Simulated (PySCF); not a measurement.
A geometry optimisation on `C[C@H](Br)CC=O`.

Computed with PBE0-D3(BJ)/def2-SVP geometry optimisation, gas phase (PySCF 2.14.0). Start geometry: GFN2-xTB. The input is one job of a driver script: a line of settings, then coordinates in Å.

Input:
```
{"job": {"xc": "PBE0", "basis": "def2-SVP", "d3": "d3bj", "grid": 1, "maxiter": 30, "shake": 0.01, "kind": "geom"}, "charge": 0, "multiplicity": 1}
C      1.497230     0.427120     0.094250
C      0.405950    -0.549750     0.492310
Br     1.144190    -2.376350     0.414980
C     -0.785760    -0.496750    -0.402790
C     -1.638190     0.741820    -0.213140
O     -1.413490     1.625970     0.582670
H      1.805820     0.283150    -0.937280
H      2.361270     0.378660     0.734890
H      1.070310     1.464740     0.195590
H      0.119380    -0.401760     1.547120
H     -0.543880    -0.568100    -1.445230
H     -1.473440    -1.348120    -0.190440
H     -2.543590     0.802480    -0.883260
```

Output:
```
step   0  E = -2804.97298679  max force = 0.029376
step   1  E = -2804.97493013  max force = 0.005336
step   2  E = -2804.97508210  max force = 0.006271
step   3  E = -2804.97511125  max force = 0.007980
step   4  E = -2804.97544452  max force = 0.001628
step   5  E = -2804.97550576  max force = 0.000502
step   6  E = -2804.97560169  max force = 0.001609
step   7  E = -2804.97562226  max force = 0.001184
step   8  E = -2804.97563703  max force = 0.000270
optimisation converged
```

Energies in Eh; «max force» is the largest Cartesian gradient component in Eh/bohr.

**Question.** Give the first gradient maximum in eV/Å.

**Answer.** With 1 Eh/bohr = 51.422 eV/Å, 1.511 eV/Å.

**Question.** How much energy does the optimisation release, in kJ/mol?

**Answer.** E(step 0) − E(last step) = 0.002650 Eh, which is 7.0 kJ/mol.

In short: final energy -2804.97564 Eh after 8 steps; dipole 1.69 D.

**Question.** Give the final coordinates.

**Answer.** 0.021 Å rms from the input after alignment:
```
atom  x, y, z in Å
C1     1.5200    0.3674    0.0087
C2     0.4049   -0.5117    0.5286
Br3    1.0296   -2.3709    0.6579
C4    -0.8516   -0.4835   -0.3205
C5    -1.6149    0.8110   -0.2441
O6    -1.3162    1.7519    0.4415
H7     1.8070    0.0784   -1.0137
H8     2.4098    0.2985    0.6493
H9     1.1761    1.4129    0.0032
H10    0.1545   -0.2383    1.5626
H11   -0.6249   -0.6938   -1.3818
H12   -1.5539   -1.2803   -0.0169
H13   -2.5364    0.8377   -0.8829
```

**Question.** Estimate the wall time. Hardware: an Intel Xeon Platinum 8259CL at 2.50 GHz with one thread, no GPU, shared host. And the peak memory of the process?

**Answer.** About 2.0 min, with 0.56 GiB resident at the peak, the Python interpreter and its libraries included.
Labels such as C1 count atoms from 1, the log's own numbers from 0.
